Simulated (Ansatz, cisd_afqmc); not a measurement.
Species: Cl, charge 0, doublet.

Total energies in cc-pV(Q+d)Z, 7 correlated electrons, 5 frozen orbitals. UHF or UKS for unpaired electrons; spin-orbit terms are left out. Cores are frozen in correlated methods. No relativity. The Monte Carlo rows (phaseless AFQMC, CISD trial, step 0.005/hartree) carry one-sigma bars that omit the constraint's bias. Outlying blocks are dropped, and bars are widened where a walk drifts. Over all cases where full CI ran beside it in this data, AFQMC minus full CI had a median of +0.1 mEh and passed +0.4 mEh in a tenth of the cases.

```json
[
 {"method": "HF", "program": "Ansatz", "energy (Eh)": "-459.48916", "minus CCSDT(Q) (mEh)": "206.31"},
 {"method": "MP2", "program": "Ansatz", "energy (Eh)": "-459.66466", "minus CCSDT(Q) (mEh)": "30.81"},
 {"method": "CCSD", "program": "Ansatz", "energy (Eh)": "-459.68721", "minus CCSDT(Q) (mEh)": "8.26"},
 {"method": "CCSD(T)", "program": "Ansatz", "energy (Eh)": "-459.69449", "minus CCSDT(Q) (mEh)": "0.97"},
 {"method": "CCSDT(Q)", "program": "Ansatz", "energy (Eh)": "-459.69547", "minus CCSDT(Q) (mEh)": "0.00"},
 {"method": "AFQMC/CISD", "program": "cisd_afqmc", "energy (Eh)": "-459.6949 ± 0.0001", "minus CCSDT(Q) (mEh)": "0.5 ± 0.1"}
]
```

Ansatz is a first-principles code.
